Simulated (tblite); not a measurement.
Compound: C3H9GeOSi (doublet state).
Atom-mapped SMILES: `[CH2:1]=[CH:2][GeH2:3][O:4][SiH:5][CH3:6]` (hydrogens: H7, H8 on C1; H9 on C2; H10, H11 on Ge3; H12 on Si5; H13, H14, H15 on C6)
Bond orders are those of one Lewis drawing.

Computed with GFN2-xTB (tblite), gas phase: L-BFGS steps from a force-field or distance-geometry start until the largest atomic force falls under 0.01 eV/Å.

At the end of the run (lengths in Å): O4–Si5 1.626, Ge3–O4 1.749, Ge3–H11 1.506, Ge3–H10 1.517, Si5–C6 1.902, C6–H15 1.085, C2–Ge3 1.952, Ge3–O4–Si5 142.5°, C1–C2–Ge3 124.3°, O4–Si5–C6 111.7°, C2–Ge3–O4 108.1°, C1–C2–Ge3–O4 122°, C2–Ge3–O4–Si5 -59°, Ge3–O4–Si5–C6 30°, H10–Ge3–O4–Si5 62°, H12–Si5–O4–Ge3 -92°.

**Question.** These geometries were met on the way; a selection of coordinates is given. Order them by energy above the end point, lowest first.
A. O4–Si5 1.644, Ge3–O4 1.776, Ge3–H11 1.514, Ge3–H10 1.512, Si5–C6 1.908, C6–H15 1.087, C2–Ge3 1.976, Ge3–O4–Si5 119.7°, C1–C2–Ge3 122.2°, O4–Si5–C6 111.2°, C2–Ge3–O4 108.7°, C1–C2–Ge3–O4 66°, C2–Ge3–O4–Si5 66°, Ge3–O4–Si5–C6 -92°, H10–Ge3–O4–Si5 -170°, H12–Si5–O4–Ge3 143°
B. O4–Si5 1.647, Ge3–O4 1.798, Ge3–H11 1.488, Ge3–H10 1.483, Si5–C6 1.876, C6–H15 1.086, C2–Ge3 1.946, Ge3–O4–Si5 112.5°, C1–C2–Ge3 122.4°, O4–Si5–C6 110.5°, C2–Ge3–O4 106.8°, C1–C2–Ge3–O4 64°, C2–Ge3–O4–Si5 72°, Ge3–O4–Si5–C6 -98°, H10–Ge3–O4–Si5 -167°, H12–Si5–O4–Ge3 138°
C. O4–Si5 1.730, Ge3–O4 1.786, Ge3–H11 1.548, Ge3–H10 1.557, Si5–C6 1.866, C6–H15 1.114, C2–Ge3 1.931, Ge3–O4–Si5 104.5°, C1–C2–Ge3 121.0°, O4–Si5–C6 108.8°, C2–Ge3–O4 110.0°, C1–C2–Ge3–O4 56°, C2–Ge3–O4–Si5 76°, Ge3–O4–Si5–C6 -102°, H10–Ge3–O4–Si5 -166°, H12–Si5–O4–Ge3 139°
D. O4–Si5 1.640, Ge3–O4 1.746, Ge3–H11 1.510, Ge3–H10 1.496, Si5–C6 1.917, C6–H15 1.088, C2–Ge3 1.953, Ge3–O4–Si5 130.2°, C1–C2–Ge3 123.5°, O4–Si5–C6 108.9°, C2–Ge3–O4 106.7°, C1–C2–Ge3–O4 70°, C2–Ge3–O4–Si5 67°, Ge3–O4–Si5–C6 -90°, H10–Ge3–O4–Si5 -171°, H12–Si5–O4–Ge3 146°
E. O4–Si5 1.634, Ge3–O4 1.740, Ge3–H11 1.512, Ge3–H10 1.508, Si5–C6 1.907, C6–H15 1.085, C2–Ge3 1.962, Ge3–O4–Si5 142.1°, C1–C2–Ge3 123.7°, O4–Si5–C6 111.1°, C2–Ge3–O4 109.7°, C1–C2–Ge3–O4 78°, C2–Ge3–O4–Si5 48°, Ge3–O4–Si5–C6 -71°, H10–Ge3–O4–Si5 171°, H12–Si5–O4–Ge3 169°

**Answer.** E (0.058 eV), D (0.095 eV), A (0.158 eV), B (0.268 eV), C (0.491 eV).

```
step  E above end (eV)  rms distance from the end, all atoms (Å)  largest force (eV/Å)  rms shift of all bonds from the end (Å)
  34             0.058                                     0.513                 0.121                                    0.006
  19             0.095                                     0.595                 0.162                                    0.008
  11             0.158                                     0.666                 0.261                                    0.011
   4             0.268                                     0.715                 0.513                                    0.019
   0             0.491                                     0.745                 1.657                                    0.037
```

Rows stand in the order of the answer.
